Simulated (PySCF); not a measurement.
CdHF, SMILES [F][CdH]. Coordinates come from a B3LYP-D3(BJ)/def2-TZVPD optimisation. The def2 effective core potentials stand for the cores of Cd; spin–orbit coupling is left out.

The numbers are results of B3LYP-D3(BJ)/def2-TZVPD in PySCF, not measurements.

Harmonic wavenumbers (cm⁻¹): 462, 462, 559, 1912. Rotational constants (GHz): 7.671 (linear); symmetry number 1.

Q: Work out the zero-point energy and the ideal-gas rigid-rotor harmonic-oscillator thermochemistry at 298.15 K and 1 atm.

A: ZPE = ½ Σ hcν = ½ × 3394 cm⁻¹ = 20.30 kJ/mol. H − E(el) = 30.80 kJ/mol. Entropy in J/(mol K): translation 169.68, rotation 64.00, vibration 8.58, total 242.26. G − E(el) = -41.43 kJ/mol. Cp = 45.03 J/(mol K).
